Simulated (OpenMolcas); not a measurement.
Fe5+, Ru5+, Os5+: d3 down the group

| Quantity | Value |
| --- | --- |
| Program | OpenMolcas |
| Method | RASSCF |
| Basis | ANO-RCC-VTZP |
| Scalar Hamiltonian | DKH2, point nucleus |
| Spin-orbit coupling | state interaction with AMFI integrals over the reference wave functions, term energies averaged over their components |

Active space for each ion: 9 electrons in 8 orbitals (RAS1 p, at most 2 holes; RAS2 d).

Computed levels in cm-1 above 4F 3/2:

```
                               Level   Fe5+   Ru5+   Os5+
                              4F 5/2    557   1462   6561
                              4F 7/2   1306   3250  12057
                              4F 9/2   2223   5216  15972
                              4P 1/2  21828  15609  18935
                              4P 5/2  22732  17897  26973
                              2G 7/2  23888  18476  25547
                              2G 9/2  24652  19707  40560
                              2P 1/2  28518  22173  32187
                              2P 3/2  28549  26494  43713
weight of 4F in the lowest level (%)    100     98     84
```

Mixed levels, with the weight of the term that names them: Fe5+ 2P 3/2 (72 %), Ru5+ 2P 3/2 (53 %), Os5+ 4F 9/2 (65 %), Os5+ 4P 1/2 (72 %), Os5+ 2G 9/2 (56 %), Os5+ 2P 1/2 (72 %), Os5+ 2P 3/2 (59 %).

Measured, with the error of the calculation in %. Measured levels: Fe5+ from Corliss and Sugar, J. Phys. Chem. Ref. Data 11, 135 (1982); Os5+ from the list in Brasseur, Palmeri and Quinet, Atoms 13, 11 (2025).

| Level | Fe5+ | Os5+ |
| --- | --- | --- |
| 4F 5/2 | 511 (+8.8) | 6397 (+2.6) |
| 4F 7/2 | 1188 (+9.9) | 11444 (+5.4) |
| 4F 9/2 | 2001 (+11.1) | 14678 (+8.8) |
| 4P 1/2 | 18738 (+16.5) | 16772 (+12.9) |
| 4P 5/2 | 19611 (+15.9) | 24828 (+8.6) |
| 2G 7/2 | 20616 (+15.9) | 22920 (+11.5) |
| 2G 9/2 | 21315 (+15.7) | 37019 (+9.6) |
| 2P 1/2 | 26496 (+7.6) | 28860 (+11.5) |
| 2P 3/2 | 26215 (+8.9) | 40203 (+8.7) |

The fine-structure level 4F 9/2 changes by a factor of 7.18 from Fe5+ to Os5+.

Without spin-orbit coupling 4P lies 21131, 14028, 12864 cm-1 above 4F in that order; the difference to the level 4P 1/2, of either sign, comes from spin-orbit coupling, which also lowers the zero.

Without dynamic correlation excited terms often stand tens of per cent too high (terms of higher spin than the ground term too low), and those without a measured partner can miss by more than the paired ones. Active for correlation alone: 3p; no level in the range computed is led by a configuration that opens it, so any true level of that kind is missing (holds for Fe5+). Active for correlation alone: 4p; no level in the range computed is led by a configuration that opens it, so any true level of that kind is missing (holds for Ru5+). Active for correlation alone: 5p; no level in the range computed is led by a configuration that opens it, so any true level of that kind is missing (holds for Os5+). Computed and measured levels are paired by configuration, term and J; levels that our copy of the source lacks, or whose pairing is in doubt (as where it misses far off the trend of its configuration), stay unpaired and out of the deviations. Levels of configurations outside the active space are missing.
